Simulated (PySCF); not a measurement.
# What a mistake does to a calculation on Al3H4O cation

All numbers below are calculated, not measured. The program is PySCF 2.14.0, an open-source quantum chemistry code, run on an isolated molecule that a program drew, which may never have been made. The molecule is Al3H4O cation (charge +1, singlet), drawn as the SMILES string `[AlH+][O][AlH][AlH2]`.

Each row is a Hartree-Fock (HF) and frozen-core CCSD(T) single point in the cc-pV(D+d)Z basis, meant for a local HF minimum. Run 1 is clean. Each other run has one planted mistake out of seven kinds, and not every kind appears here: one electron removed, one electron added, multiplicity raised by two, geometry at a saddle point, minimal basis STO-3G, one bond length entered in bohr, all coordinates scaled. The reference is restricted for singlets and unrestricted otherwise, and also for a bond in bohr. Adding or removing an electron swaps singlet and doublet. Electrons count all cores. HOMO and LUMO are orbital energies over both spins, the gradient is its largest component, and the lowest frequency (negative if imaginary) is given only where the gradient is small. Bond lengths are over the 7 bonds as drawn. T1 is the CCSD diagnostic: over 0.02 (restricted) or 0.045 (unrestricted) a single reference is doubtful.

Geometry of the clean run:
```xyz
8
Al3H4O cation, angstrom
Al   -3.2344   -0.4878   -3.1224
O    -2.7672   -1.1437   -1.7344
Al   -2.2909   -1.9877   -0.2345
Al   -1.0934   -0.5144    1.5946
H    -3.6747    0.1592   -4.4456
H    -2.7188   -3.4976   -0.3624
H    -0.8376    1.0007    1.2309
H    -0.6691   -1.1431    2.9706
```

| run | electrons | basis functions | <S^2> | HOMO (eV) | LUMO (eV) | gradient (hartree/bohr) | lowest frequency (cm^-1) | mean bond (Å) | longest bond (Å) | T1 | HF (hartree) | CCSD(T) (hartree) | mistake |
|---|---|---|---|---|---|---|---|---|---|---|---|---|---|
| 1 | 50 | 103 | 0.000 | -12.73 | -3.82 | 4.4e-05 | 50 | 1.7555 | 2.636 | 0.0177 | -802.78156 | -803.18317 | no fault |
| 2 | 51 | 103 | 0.765 | -4.95 | -0.02 | 7.6e-02 | - | 1.7555 | 2.636 | 0.0501 | -802.94176 | -803.35997 | one electron added |
| 3 | 50 | 103 | 2.003 | -10.28 | -4.73 | 1.6e-02 | - | 1.7555 | 2.636 | 0.0237 | -802.70012 | -803.09054 | multiplicity raised by two |
| 4 | 49 | 103 | 0.779 | -19.73 | -10.97 | 6.3e-02 | - | 1.7555 | 2.636 | 0.0209 | -802.34708 | -802.72419 | one electron removed |
| 5 | 50 | 103 | 0.893 | -12.64 | -6.25 | 9.7e-03 | - | 1.9509 | 2.905 | 0.0483 | -802.69177 | -803.07635 | ? |
| 6 | 50 | 103 | 0.000 | -12.90 | -3.67 | 4.7e-02 | - | 1.6730 | 2.512 | 0.0158 | -802.76400 | -803.16086 | ? |

**Which mistake was planted in run 5, and what did it cost?**

The mean bond changes by a factor of 1.111 and the longest by 1.102, so the molecule wasn't scaled as a whole. A length L in bohr read as angstrom grows by (1/0.5292 - 1) L = 0.890 L. The 7 bonds together grew by 7 x 0.1954 = 1.368 Å, which gives L = 1.537 Å. That is bond Al1-H5, 1.537 Å in the clean geometry. So the mistake is: one bond length entered in bohr. Subtracting run 1 and multiplying by 627.51 kcal/mol a hartree, the energy moved by 56.3 kcal/mol in HF and 67.0 kcal/mol in CCSD(T).

**Which mistake was planted in run 6, and what did it cost?**

The mean and the longest bond both change by the same factor, 0.953, and the gradient is no longer small. So the mistake is: all coordinates scaled. Subtracting run 1 and multiplying by 627.51 kcal/mol a hartree, the energy moved by 11.0 kcal/mol in HF and 14.0 kcal/mol in CCSD(T).

Cautions from the logs. Run 2: T1 is over the limit, so its CCSD(T) energy is less reliable; run 5: T1 is over the limit, so its CCSD(T) energy is less reliable.
